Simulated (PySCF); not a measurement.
C4H4BNO, SMILES N#CC1=CCB1O.

The structure is a stationary point at PBE0-D3(BJ)/def2-SVP. This is a generated structure with no PubChem entry under its InChIKey; it may be hypothetical. One conformer was computed; it need not be the lowest.

Level of theory: PySCF with TDDFT-CAM-B3LYP/def2-SVPD.

Vertical excitations. Isolated molecule, no solvent. State labels are in the subgroup Cs.

Computed UV-visible absorptions:
```json
[
 {"state": "S1", "symmetry": "A\"", "energy (eV)": "5.60", "λ (nm)": "221", "f": "0.000", "main pairs": "HOMO−1→LUMO 94 %"},
 {"state": "S2", "symmetry": "A'", "energy (eV)": "5.72", "λ (nm)": "217", "f": "0.182", "main pairs": "HOMO→LUMO 94 %"},
 {"state": "S3", "symmetry": "A\"", "energy (eV)": "6.08", "λ (nm)": "204", "f": "0.000", "main pairs": "HOMO−2→LUMO 90 %"},
 {"state": "S4", "symmetry": "A\"", "energy (eV)": "6.93", "λ (nm)": "179", "f": "0.001", "main pairs": "HOMO−3→LUMO 36 %, HOMO−5→LUMO 30 %, HOMO−1→LUMO+2 16 %"},
 {"state": "S5", "symmetry": "A'", "energy (eV)": "7.04", "λ (nm)": "176", "f": "0.119", "main pairs": "HOMO→LUMO+2 69 %, HOMO−4→LUMO 11 %"},
 {"state": "S6", "symmetry": "A\"", "energy (eV)": "7.09", "λ (nm)": "175", "f": "0.001", "main pairs": "HOMO→LUMO+3 32 %, HOMO→LUMO+1 14 %, HOMO→LUMO+5 13 %, HOMO→LUMO+6 11 %"},
 {"state": "S7", "symmetry": "A\"", "energy (eV)": "7.29", "λ (nm)": "170", "f": "0.001", "main pairs": "HOMO→LUMO+1 75 %, HOMO→LUMO+5 13 %"},
 {"state": "S8", "symmetry": "A\"", "energy (eV)": "7.56", "λ (nm)": "164", "f": "0.007", "main pairs": "HOMO−1→LUMO+2 55 %, HOMO−3→LUMO 26 %"},
 {"state": "S9", "symmetry": "A'", "energy (eV)": "7.79", "λ (nm)": "159", "f": "0.009", "main pairs": "HOMO−1→LUMO+1 68 %, HOMO−2→LUMO+1 24 %"},
 {"state": "S10", "symmetry": "A'", "energy (eV)": "8.03", "λ (nm)": "154", "f": "0.136", "main pairs": "HOMO−4→LUMO 67 %, HOMO→LUMO+2 20 %"},
 {"state": "T1", "symmetry": "A'", "energy (eV)": "3.55", "λ (nm)": "349", "f": "0", "main pairs": "HOMO→LUMO 93 %"},
 {"state": "T2", "symmetry": "A\"", "energy (eV)": "5.22", "λ (nm)": "238", "f": "0", "main pairs": "HOMO−1→LUMO 85 %"},
 {"state": "T3", "symmetry": "A\"", "energy (eV)": "5.74", "λ (nm)": "216", "f": "0", "main pairs": "HOMO−2→LUMO 79 %"},
 {"state": "T4", "symmetry": "A'", "energy (eV)": "5.89", "λ (nm)": "210", "f": "0", "main pairs": "HOMO→LUMO+2 40 %, HOMO−4→LUMO 31 %"}
]
```
Triplets are in the Tamm–Dancoff approximation, which puts them higher than full response would, so one can lie above its singlet here.
